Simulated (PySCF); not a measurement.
# Electron correlation in Se³⁺ (selenium, charge +3)

[Ar] 3d10 4s2 4p1, 2P determinant. Calculation: PySCF 2.14, in x2c-TZVPPall; the spin-free X2C one-electron Hamiltonian (Gaussian nucleus). Frozen: [Ar] 3d10; 3 electrons correlated.

```tsv
level	correlation energy (mhartree)
CCSD	-56.80
(T)	-0.67
CCSD(T)	-57.47
CCSDT	-57.67
```

Diagnostics: T1 = 0.0074, D1 = 0.0171, largest double amplitude 0.094.

Cost of the coupled-cluster step: about 0.6 core-seconds, for 3 correlated electrons.
